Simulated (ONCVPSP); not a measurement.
# An all-electron radial function and its pseudo partner (ruthenium)

Columns: radius, all-electron u(r) and pseudo u(r) of the 4p shell (level -54.03 eV) of ruthenium in the configuration [Ar] 3d10 4s2 4p6 4d7; LDA (Perdew-Zunger), scalar-relativistic, ONCV scheme, ONCVPSP 4.0.1.

| r (bohr) | all-electron | pseudo |
| --- | --- | --- |
| 0.090 | 0.3459 | 0.0146 |
| 0.180 | -0.1952 | 0.0619 |
| 0.270 | -0.5559 | 0.1455 |
| 0.360 | -0.4825 | 0.2592 |
| 0.450 | -0.1627 | 0.3914 |
| 0.540 | 0.2177 | 0.5357 |
| 0.630 | 0.5546 | 0.6903 |
| 0.720 | 0.8064 | 0.8442 |
| 0.810 | 0.9675 | 0.9720 |
| 0.900 | 1.0499 | 1.0494 |
| 0.990 | 1.0705 | 1.0703 |
| 1.080 | 1.0467 | 1.0465 |
| 1.170 | 0.9936 | 0.9934 |
| 1.260 | 0.9229 | 0.9228 |
| 1.350 | 0.8434 | 0.8432 |
| 1.440 | 0.7610 | 0.7609 |
| 1.530 | 0.6800 | 0.6799 |
| 1.620 | 0.6028 | 0.6027 |
| 1.710 | 0.5310 | 0.5309 |
| 1.800 | 0.4653 | 0.4652 |
| 1.890 | 0.4060 | 0.4059 |
| 1.980 | 0.3530 | 0.3529 |
| 2.070 | 0.3059 | 0.3059 |
| 2.160 | 0.2645 | 0.2644 |
| 2.250 | 0.2281 | 0.2281 |
| 2.340 | 0.1963 | 0.1963 |

How many radial nodes do the two functions have?

The all-electron 4p function has n − l − 1 = 2; the pseudo-wave has 0, since the states of the same l below it are removed with the core.

At about which radius was the pseudo-wave matched?

1.05 bohr. The columns agree to 0.0005 from 0.90 bohr on; several derivatives are matched, so the curves merge somewhat inside the radius.

Where does each function peak?

Outermost all-electron maximum near 0.99 bohr, pseudo maximum near 0.99 bohr (to the table’s step).

Is the pseudo-wave norm-conserving?

Yes: the ONCV scheme keeps the norm inside the radius equal to the all-electron one, which fixes the energy derivative of the logarithmic derivative at the level.
